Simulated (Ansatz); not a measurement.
`[SiH3][O+]([SiH3])[GaH3-]` → `[SiH3][OH+][GaH3-]` + `[SiH2]` at 298.15 K and 1 bar (silylene formation by 1,1-elimination).

Isolated molecules relaxed with PBE0-D4/def2-TZVP in Ansatz; ΔE leaves out vibrations. CCSD(T)/CBS is the MP2 limit (def2-TZVPP, def2-QZVPP) plus CCSD(T) − MP2 in def2-TZVPP, frozen cores. This one scheme is used for every species. For Ga outer-core shells are correlated without core-valence functions, which leaves a few kJ/mol of doubt a bond. Scalar relativity is left out up to krypton.

```tsv
species	CCSD(T)/CBS energy (Eh)	H − E (kJ/mol)	S (J/(mol·K))
`[SiH3][O+]([SiH3])[GaH3-]`	-2582.73576	228.2	402.2
`[SiH3][OH+][GaH3-]`	-2292.41881	180.4	352.4
`[SiH2]`	-290.19011	40.6	207.5
```

H − E and S are ideal-gas, rigid-rotor, harmonic terms from PBE0-D4/def2-TZVP, for one conformer and one mirror image of each species. 1 Eh = 2625.50 kJ/mol, R = 8.31446 J/(mol·K).

By hand: ΔE, ΔH, ΔS and ΔG.

ΔE = (-2292.41881) + (-290.19011) − (-2582.73576) = 0.12684 Eh = 333.0 kJ/mol. Δ(H − E) = 180.4 + 40.6 − 228.2 = -7.2, so ΔH = 325.8 kJ/mol. ΔS = 352.4 + 207.5 − 402.2 = 157.7 J/(mol·K). ΔG = 325.8 − 298.15 × (157.7)/1000 = 278.8 kJ/mol.

By hand: the equilibrium constant, and the temperature at which ΔG would vanish if ΔH and ΔS stayed fixed.

log₁₀ K = −ΔG/(RT ln 10) = -48.8. ΔG = 0 at ΔH/ΔS = 2066 K.

The number of gas molecules changes by +1, which sets the sign of ΔS. A doubt of 5 kJ/mol in ΔE shifts log₁₀ K by 0.9 here. Other conformers and mirror images would add mixing entropy, several J/(mol·K) or more a flexible species. Modes under 60 cm⁻¹, often nearly free rotors, make the harmonic entropy too high. These are equilibria of isolated gas molecules and say nothing of rates. Largest T1 diagnostic: 0.014 (customary marks: 0.02 for closed shells, 0.045 for open ones).
